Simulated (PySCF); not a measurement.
Sb(TeH)3 (H₃SbTe₃), SMILES [TeH][Sb]([TeH])[TeH].

Coordinates come from a PBE-D3(BJ)/def2-SVP optimisation. The structure was generated by enumeration; whether it is a known compound was not checked. The def2 effective core potentials stand for the cores of Sb, Te; spin–orbit coupling is left out.

Method: PBE-D3(BJ)/def2-SVP in PySCF.

Frequencies are harmonic and unscaled.

| mode | ν (cm⁻¹) | IR (km/mol) | Raman (Å⁴/amu) | depolarisation | moving atoms (share of kinetic energy) |
|---|---|---|---|---|---|
| 1 | 28 | 0.1 | 6.4 | 0.75 | Te 82 %, Sb 11 % |
| 2 | 41 | 0.1 | 4.8 | 0.71 | Te 89 %, Sb 9 % |
| 3 | 56 | 0.2 | 6.8 | 0.42 | Te 71 %, Sb 26 % |
| 4 | 101 | 3.6 | 4.4 | 0.73 | H 89 %, Te 11 % |
| 5 | 144 | 0.6 | 14.2 | 0.69 | H 88 % |
| 6 | 172 | 4.9 | 13.2 | 0.20 | Sb 46 %, Te 45 %, H 9 % |
| 7 | 177 | 8.9 | 8.4 | 0.39 | Sb 51 %, Te 42 % |
| 8 | 182 | 8.9 | 10.2 | 0.08 | Sb 52 %, Te 42 % |
| 9 | 188 | 0.1 | 12.4 | 0.75 | H 91 % |
| 10 | 488 | 5.9 | 1.4 | 0.44 | H 98 % |
| 11 | 497 | 8.5 | 35.1 | 0.52 | H 98 % |
| 12 | 552 | 2.2 | 50.8 | 0.49 | H 98 % |
| 13 | 2029 | 45.3 | 283.6 | 0.31 | H 99 % |
| 14 | 2040 | 33.8 | 322.6 | 0.30 | H 99 % |
| 15 | 2044 | 45.9 | 184.8 | 0.35 | H 99 % |
